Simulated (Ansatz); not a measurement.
Ansatz results at the PBE0-D4/def2-TZVP geometry: zero-point energy (PBE0-D4/def2-TZVP) 248.0 kJ/mol; LUMO energy (B3LYP/def2-TZVPP) -2.62 eV; LUMO energy (PBE/def2-TZVPP) -3.17 eV.

Each molecule was computed in one conformer, which needn't be the lowest.

(1) Which molecule gave them?
A. `[NH2][GeH]`
B. `C[N](C)[GeH]`
C. `C[CH](C)[Ge][F]`
D. `C=C[CH2][GeH2][F]`

Results:

(1) C. The others give `C=C[CH2][GeH2][F]`: 232.4, -0.48, -1.18; `C[N](C)[GeH]`: 234.1, -1.79, -2.34; `[NH2][GeH]`: 84.9, -1.85, -2.42.

B3LYP here is the variant with VWN-RPA as its local correlation; programs differ in this.
